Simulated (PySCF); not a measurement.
HSZn, SMILES [SH][Zn+], charge +1.

Coordinates come from a PBE0-D3(BJ)/def2-TZVP optimisation. The spin state was assumed, not searched. The isomer is the one that the SMILES or the coordinates give; other isomers of the formula were not compared.

Vertical ionisation energy (IE) and electron affinity (EA) in eV. Rows of orbital energies are one-electron estimates. Where ΔSCF, EOM or ADC give a negative EA the extra electron is unbound and the value depends on the basis.

```
level                                                IE     EA
------------------------------------------------  -----  -----
−ε(HOMO), −ε(LUMO), r2SCAN/def2-TZVPD (PySCF)     12.37  10.87
−ε(HOMO), −ε(LUMO), CAM-B3LYP/def2-TZVPD (PySCF)      ?      ?
```

Question: Fill in the missing entries. (The exact figures need the calculation; the answer reports its results.)

Answer: 
- −ε(HOMO), −ε(LUMO), CAM-B3LYP/def2-TZVPD (PySCF), IE: 14.65
- −ε(HOMO), −ε(LUMO), CAM-B3LYP/def2-TZVPD (PySCF), EA: 9.36
